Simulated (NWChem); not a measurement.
Si₂NH₆ cation

```xyz
9

Si    -0.1516     1.5894     0.0000
N      0.5969     0.1185    -0.0002
Si    -0.1314    -1.5642     0.0000
H     -1.6257     1.6107    -0.0004
H      0.6743     2.8119     0.0007
H      1.6215     0.1354    -0.0003
H      0.3438    -2.2165    -1.2434
H     -1.5923    -1.3014     0.0107
H      0.3614    -2.2225     1.2334
```
Atoms are numbered in this order, from 1.

Program: NWChem. Geometry: optimised at PBE0/def2-SVP.

What does the run give for revPBE/def2-SVP? Quantities: highest occupied level (eV); orbital gap (eV).

The highest occupied level (eV) is -12.57 and the orbital gap (eV) is 3.99.
